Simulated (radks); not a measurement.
Problem. Species: neutral iodine. Configuration: [Kr] 4d10 5s2 5p5 (the NIST ground configuration). Method: Dirac Kohn-Sham, relativistic LDA (MacDonald-Vosko exchange, VWN5 correlation), spin-unpolarised, spherical densities, finite nucleus; open shells fill j = l - 1/2 first; Fermi nuclear charge, rms radius 4.75 fm; computed with a radial shooting solver on a logarithmic mesh with Libxc functionals. Some entries of the table are withheld. Estimate them.

| orbital | occ. | eigenvalue (eV) | <r^2> (bohr^2) |
|---|---|---|---|
| 1s1/2 | 2 | -32763.21 | 0.001012 |
| 2s1/2 | 2 | -5067.402 | 0.01623 |
| 2p1/2 | 2 | -4761.208 | 0.01198 |
| 2p3/2 | 4 | -4465.364 | 0.01327 |
| 3s1/2 | 2 | -1022.757 | 0.1134 |
| 3p1/2 | 2 | -894.9741 | (1) |
| 3p3/2 | 4 | -839.2775 | (2) |
| 3d3/2 | 4 | -612.1279 | 0.09749 |
| 3d5/2 | 6 | -600.3554 | 0.09984 |
| 4s1/2 | 2 | -179.3206 | (3) |
| 4p1/2 | 2 | -134.5473 | 0.6828 |
| 4p3/2 | 4 | -123.5858 | 0.7341 |
| 4d3/2 | 4 | -51.2723 | 0.9835 |
| 4d5/2 | 6 | -49.5525 | 1.009 |
| 5s1/2 | 2 | -17.5192 | (4) |
| 5p1/2 | 2 | (5) | 6.601 |
| 5p3/2 | 3 | (6) | 7.338 |

Solution. 
(1) 3p1/2 <r^2> (bohr^2): 0.1080
(2) 3p3/2 <r^2> (bohr^2): 0.1161
(3) 4s1/2 <r^2> (bohr^2): 0.6215
(4) 5s1/2 <r^2> (bohr^2): 4.373
(5) 5p1/2 eigenvalue (eV): -7.9002
(6) 5p3/2 eigenvalue (eV): -6.8769
